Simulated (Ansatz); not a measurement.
Cartesian coordinates in Å:
```
B 1.5514 0.0741 -1.0634
Si -0.4185 -0.0678 -0.7793
B -0.6217 -0.4683 1.2169
O -1.0469 0.4551 2.1032
H 2.1174 1.1239 -0.9715
H 2.2183 -0.9022 -1.2411
H -1.1444 1.2013 -1.0959
H -1.0383 -1.1788 -1.5569
H -0.3542 -1.5441 1.6751
H -1.2630 1.3068 1.7129
```

Charge 0, multiplicity 1.

(1) List the r2SCAN/def2-TZVPP orbital energies in eV (Ansatz). (Estimate.)

Results:

(1) Ansatz gave: Occupied: -1790.29, -516.93, -181.29, -180.84, -140.86, -95.72, -95.70, -95.68, -27.65, -15.10, -14.25, -12.26, -10.75, -10.36, -9.73, -9.21, -8.28, -7.72, -6.68. Lowest empty: -3.17, -1.31, 0.11, 0.98, 1.50, 1.66, 1.95, 2.65.
